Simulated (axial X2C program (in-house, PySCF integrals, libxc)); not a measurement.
# Levels of GaPt by electron attachment to GaPt⁺ (EOM-EA-CCSD)

Computed with an axial X2C code built on PySCF integrals: two-component X2C with atomic mean-field Coulomb and Gaunt terms, Gaussian nuclei, basis Pt dyall-acv3z, Ga dyall-acv3z with contracted cores.

R = 2.500 Å (1.045 times 2.392 Å, the PBE0 minimum at charge 0 for the lowest determinant).

Levels of GaPt obtained by attaching an electron to GaPt⁺:

| Ω | binding energy (eV) | above lowest (cm⁻¹) | attached spinor | one-particle weight |
| --- | --- | --- | --- | --- |
| 1/2 | 7.311 | 0 | 46% Pt sσ, 38% Ga pσ, 8% Pt dσ | 0.93 |
| 1/2 | 5.150 | 17426 | 67% Ga pπ, 22% Pt pπ, 8% Pt dπ | 0.94 |
| 3/2 | 5.022 | 18463 | 69% Ga pπ, 20% Pt pπ, 8% Pt dπ | 0.93 |
| 1/2 | 4.054 | 26272 | 36% Pt pσ, 27% Ga pσ, 15% Pt sσ | 0.69 |

(1) Take the first Ω = 1/2 and Ω = 3/2 rows of π character: how far apart are they, and which lies lower?

This point took 21 s on 1 thread of AMD EPYC 9R45 96-Core Processor (Zen 5), with other jobs on the host.

Reference electrons by ω block (each with its −ω partner): 1/2: 31, 3/2: 16, 5/2: 6, 7/2: 1. 12 electrons of GaPt⁺ correlated (inner shells frozen), 92 natural virtual spinors (a truncated set); levels can be off by some tenths of an eV. Roots sought by Ω: (1/2: 5, 3/2: 4, 5/2: 2, 7/2: 1); the list ends where they run out and leaves out roots under 60 % one-particle weight. The solver can skip a root, and states that need a further excitation, which the method places far too high, are missing though they may lie low or lowest. T1 of the reference 0.035 (Lee–Taylor). The reference was not checked to be the lowest state of its species. Number of frozen shells: Pt 5 s, 4 p, 2 d, 1 f; Ga 3 s, 2 p, 1 d. Large amplitudes in the reference (orbital relaxation or multireference character) lower the reliability. Left out with split weight: Ω = 1/2 at 4.47 eV (0.25).

Results:

(1) E(3/2) − E(1/2) = 18463 − 17426 = 1037 cm⁻¹ at EOM-EA-CCSD: regular, Ω = 1/2 lower. Splittings at this level can be off by ten to twenty per cent.
